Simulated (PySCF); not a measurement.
Molecule: 4-(trifluoromethyl)pyridine (SMILES FC(F)(F)c1ccncc1).

Bonds (- single, = double, # triple, : aromatic): F1-C2, C2-F3, C2-F4, C2-C5, C5:C6, C6:C7, C7:N8, N8:C9, C9:C10, C10:C5. C6 carries H11; C7 carries H12; C9 carries H13; C10 carries H14.

Frames of a GFN2-xTB Langevin trajectory at 300 K; GIAO PBE0/pcSseg-1 shieldings in PySCF 2.14.0 with density-fitted response routines, gas phase, non-relativistic; equivalent atoms averaged within each frame.

δ = σ(ref) − σ, references computed at the same level: 19F (σ = 170.95 ppm) against CFCl3; TMS for 13C (σ = 186.93 ppm) and 1H (σ = 31.72 ppm); 15N (σ = 267.73 ppm) vs NH3. The references are static minima.

How do the shifts (ppm) fluctuate along the trajectory?

## Answers


```
         time (fs)  F1/F3/F4  C7/C9     C5     C2  C6/C10     N8  H12/H13  H11/H14
optimised geometry     -78.7  156.7  145.3  133.1   125.2  372.3     9.23     7.76
               250     -77.4  155.5  139.6  129.9   123.4  384.7     9.66     7.47
               425     -71.8  159.7  147.9  135.9   126.7  384.0     9.80     7.92
               625     -62.9  154.3  144.7  139.9   126.9  373.1     8.52     8.04
               800     -69.5  159.3  153.5  135.5   125.2  370.1     9.10     7.45
              1000     -74.9  160.4  150.1  132.9   128.8  361.8     9.14     8.10
    mean of frames     -71.3  157.9  147.2  134.8   126.2  374.8     9.24     7.80
standard deviation       5.5    2.8    5.3    3.7     2.0    9.7     0.51     0.31
```

5 frames give an uncertainty of the mean of about the standard deviation over 2.2 at best, since frames this close in time may not be independent; classical motion lacks zero-point vibration, and the reference would need the same averaging.
